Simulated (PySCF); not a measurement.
C₂H₇B₂N.
Structure used (PBE0-D3(BJ)/def2-SVP), in Å, numbered top down from 1:
```xyz
12
C2H7B2N angstrom
B      2.5229    0.2362   -0.3542
N      1.2605   -0.3826   -0.1930
B      0.0098    0.2767    0.0121
C     -1.3136   -0.5152    0.1734
C     -2.4866    0.1122    0.3561
H      3.5048   -0.4510   -0.5207
H      2.5925    1.4410   -0.3214
H      1.2408   -1.3986   -0.2264
H      0.0072    1.4859    0.0565
H     -1.3238   -1.6141    0.1380
H     -3.4355   -0.4237    0.4695
H     -2.5371    1.2060    0.3995
```

Computed with PySCF, PBE0-D3(BJ)/def2-SVP geometry optimisation, gas phase.

Take the most abundant isotopes and a rigid rotor. The values belong to one conformer with, in the numbering `[BH2:1][NH:2][BH:3][CH:4]=[CH2:5]`, B1–N2–B3–C4 180°, N2–B3–C4–C5 180°.

Problem. What are A, B and C (MHz)?

Solution. Ia = 17.21, Ib = 232.83, Ic = 250.04 u·Å²; 505379 MHz·u·Å²/I gives A = 29363, B = 2171, C = 2021 MHz.

Problem. Classify the top.

Solution. A near-prolate asymmetric top. Ray's parameter κ = (2B − A − C)/(A − C) = -0.989; −1 is the prolate and +1 the oblate limit.

Problem. What does the inertial defect say?

Solution. Planar: Δ = Ic − Ia − Ib = 0.00 u·Å². For a rigid frame Δ = −2 Σ m c², so it vanishes when all atoms lie in the ab plane; here none is more than 0.01 Å from it.

Problem. Predict some low-J microwave lines.

Solution. The dipole components are |μa| = 1.30 D, |μb| = 1.42 D, |μc| = 0.00 D; the mirror of this Cs structure is the ab plane, so μc vanishes by symmetry (the 0.01 D computed is a residue) and there are no c-type lines. Intensities carry the squares of the components, which stand as 0.83 : 1.00 (a : b). Some lines, for components of 0.1 D or more:

```csv
type,branch,"J(Ka,Kc)",MHz,lower level (cm⁻¹)
a,Q,"2(1,1) ← 2(1,2)",448,1.322
a,Q,"3(1,2) ← 3(1,3)",896,1.734
a,R,"1(0,1) ← 0(0,0)",4192,0.000
a,R,"2(1,2) ← 1(1,1)",8234,1.047
a,R,"2(0,2) ← 1(0,1)",8383,0.140
a,R,"2(1,1) ← 1(1,0)",8533,1.052
a,R,"3(1,3) ← 2(1,2)",12351,1.322
a,R,"3(0,3) ← 2(0,2)",12573,0.419
a,R,"3(2,2) ← 2(2,1)",12575,4.058
a,R,"3(2,1) ← 2(2,0)",12578,4.058
a,R,"3(1,2) ← 2(1,1)",12799,1.336
b,Q,"1(1,0) ← 1(0,1)",27342,0.140
b,Q,"2(1,1) ← 2(0,2)",27492,0.419
b,Q,"3(1,2) ← 3(0,3)",27718,0.839
b,R,"1(1,1) ← 0(0,0)",31384,0.000
b,R,"2(1,2) ← 1(0,1)",35427,0.140
b,Q,"2(2,1) ← 2(1,2)",82026,1.322
b,Q,"3(2,2) ← 3(1,3)",82250,1.734
b,R,"2(2,1) ← 1(1,0)",90111,1.052
b,R,"2(2,0) ← 1(1,1)",90261,1.047
b,R,"3(2,2) ← 2(1,1)",94153,1.336
b,R,"3(2,1) ← 2(1,2)",94604,1.322
b,Q,"3(3,0) ← 3(2,1)",136334,4.477
b,Q,"3(3,1) ← 3(2,2)",136337,4.477
b,R,"3(3,1) ← 2(2,0)",148911,4.058
b,R,"3(3,0) ← 2(2,1)",148912,4.058
```

Problem. Estimate the classical rotational partition function at 50 K, 298.15 K and 500 K.

Solution. Point group Cs, symmetry number σ = 1; q = (√π/σ)·√((kT/h)³/(ABC)), k/h = 20836.6 MHz/K: 5250 at 50 K, 76500 at 298.15 K, 166000 at 500 K.

No frequency check. These are rigid-rotor constants of the computed structure; measured ground-state constants (B0) also hold zero-point vibration. Quadrupole hyperfine structure (11B, 14N) is left out.
